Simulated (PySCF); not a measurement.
## Working out the ionisation energy of Zr

Zr [Kr] 4d2 5s2 (3F) → Zr⁺ [Kr] 4d2 5s1 (4F). Calculation: PySCF 2.14, in x2c-TZVPall; scalar relativity by spin-free X2C-1e. Frozen: [Kr]. Energies in hartree (1 hartree = 27.21139 eV):

| part | Zr (lower) | Zr⁺ (upper) |
| --- | --- | --- |
| UHF | -3596.183291 | -3595.992659 |
| MP2 opposite-spin | -0.029277 | 0.000000 |
| MP2 same-spin | -0.009354 | -0.009587 |

Q: What does Hartree-Fock give?

A: (-3595.992659) − (-3596.183291) = 0.190632 hartree = 5.187 eV.

Q: What do MP2 and SCS-MP2 (6/5 opposite-spin, 1/3 same-spin) give?

A: The opposite-spin parts differ by 0.797 eV and the same-spin parts by -0.006 eV. MP2: 5.187 + (0.797) + (-0.006) = 5.978 eV. SCS-MP2: 5.187 + 1.2 × (0.797) + (-0.006)/3 = 6.141 eV.

Measured between the centres of the two terms (NIST): 6.639 eV, so MP2 (valence) is off by -0.661 eV.

What remains against the reference includes basis incompleteness, the frozen core and correlation beyond second order.
